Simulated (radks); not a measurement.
The numbers below are computed, except where a source is named.
Ionisation of the silver ion Ag2+, [Kr] 4d9, to [Kr] 4d8 as the strength of local exchange is varied. Level of theory: Dirac Kohn-Sham, Slater X-alpha exchange (alpha = 2/3 is LDA exchange), no correlation, spin-unpolarised, spherical densities, finite nucleus; open shells are shared between the two j in proportion to 2j + 1; Fermi nuclear charge, rms radius 4.5454 fm (a radial shooting solver on a logarithmic mesh with Libxc functionals).

\begin{tabular}{lrrrrr}
alpha & E(Ag2+) (hartree) & exchange (hartree) & IE (eV) & -e of the level emptied (eV) & <r> of it (bohr) \\ \hline
0.667 & -5306.81128 & -139.42411 & 34.825 & 27.343 (4d5/2) & 1.326 \\
0.86 & -5347.30601 & -181.11793 & 39.101 & 31.276 (4d5/2) & 1.277 \\
0.876 & -5350.67669 & -184.60147 & 39.469 & 31.617 (4d5/2) & 1.273 \\
0.913 & -5358.47935 & -192.67299 & 40.327 & 32.412 (4d5/2) & 1.264 \\
0.955 & -5367.34989 & -201.86204 & 41.315 & 33.329 (4d5/2) & 1.255 \\
\end{tabular}

NIST Atomic Spectra Database: 34.8 +/- 0.3 eV (semi-empirical). The central value is not met in this range of alpha. Spin polarisation and multiplet splitting are left out, so open shells lie too high by an amount that depends on their filling. Sharing an open shell by 2j + 1 raises it above the true ground level by a part of the spin-orbit splitting, which enters the differences from NIST.

Beside tabulated values, note that spin-unpolarised runs miss the spin-polarisation part of the exchange energy of open shells.
